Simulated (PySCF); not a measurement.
Bond curve of TlO

Set-up: Tl x2c-TZVPPall, O x2c-TZVPPall; spin-free X2C with a Gaussian nucleus (PySCF 2.14). Energies in eV from Tl + O in their ground configurations at the same level. State: doublet, unpaired electrons π ↑, a mixture of terms (⟨Lz²⟩ = 1.5).

All columns are M06. A positive dipole means Tl(−)O(+).

| R (Å) | E (eV) | μ (D) | Mulliken charge on Tl (basis-dependent) | HOMO (eV) | LUMO (eV) | Mayer bond order | ⟨S²⟩ |
| --- | --- | --- | --- | --- | --- | --- | --- |
| 1.877 | -2.440 | -1.76 | 0.45 | -6.33 | -4.00 | 0.81 | 0.76 |
| 1.965 | -2.940 | -2.35 | 0.46 | -6.44 | -3.66 | 0.80 | 0.76 |
| 2.052 | -3.220 | -2.93 | 0.48 | -6.48 | -3.35 | 0.78 | 0.76 |
| 2.118 | -3.326 | -3.34 | 0.49 | -6.47 | -3.14 | 0.77 | 0.76 |
| 2.183 | -3.365 | -3.75 | 0.50 | -6.43 | -2.96 | 0.76 | 0.76 |
| 2.248 | -3.355 | -4.14 | 0.52 | -6.36 | -2.81 | 0.75 | 0.76 |
| 2.336 | -3.284 | -4.64 | 0.53 | -6.25 | -2.65 | 0.74 | 0.77 |
| 2.445 | -3.136 | -5.24 | 0.55 | -5.95 | -2.52 | 0.73 | 0.77 |
| 2.576 | -2.909 | -5.90 | 0.56 | -5.62 | -2.45 | 0.72 | 0.78 |
| 2.751 | -2.571 | -6.69 | 0.57 | -5.25 | -2.45 | 0.72 | 0.79 |

A fit through these points gives, at Re = 2.199 Å, μ = -3.85 D and dμ/dR = -6.03 D/Å; the reduced mass is 14.84 u.

How strong is the fundamental in the double-harmonic approximation, I = 42.26·(dμ/dR)²/μred km/mol?

I = 42.26·(-6.03)²/14.84 = 104 km/mol at M06.

Spin–orbit coupling is left out, which matters for elements this heavy, above all for dissociation energies. The state is the lowest determinant that a PBE0 search found; another state may lie lower at other levels.
